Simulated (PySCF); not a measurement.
## Electron correlation in Cd (cadmium, neutral)

[Kr] 4d9 5s2 6s1, high-spin 3D determinant (an excited configuration). Computed with PySCF 2.14 in aug-cc-pVDZ-PP with ECP28MDF (5s5p4d2f, 54 functions), with a scalar-relativistic core potential. Frozen: 4s2 4p6; 12 electrons correlated.

| level | correlation energy (mhartree) |
| --- | --- |
| CCSD | -313.97 |
| (T) | -7.27 |
| CCSD(T) | -321.24 |

Diagnostics: T1 = 0.0090, D1 = 0.0287, largest double amplitude 0.074.

Q: Is a single reference adequate?

A: Mostly. T1 lies below 0.03, but a double amplitude of this size points to a near-degeneracy that CCSD handles and MP2 describes poorly.
